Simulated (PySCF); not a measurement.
A structure optimised at PBE0-D3(BJ)/def2-SVP, used in a PySCF frequency run:

```xyz
10

C     -3.3974     0.0934    -0.3205
C     -2.2583    -0.8732    -0.2228
C     -1.0121    -0.6125    -0.5357
C      0.2267    -0.3474    -0.8456
Br     1.4741     0.3373     0.4076
H     -3.0667     1.0729    -0.6907
H     -4.1772    -0.2933    -0.9966
H     -3.8689     0.2327     0.6659
H     -2.4883    -1.8845     0.1417
H      0.6532    -0.4958    -1.8407
```
Charge 0, spin multiplicity 1.

Task: Write its SMILES and formula.

Result: CC=C=CBr, C4H5Br

Task: What are its rotational constants (standard atomic weights)?

Result: 13.478, 1.0899, 1.0507 GHz
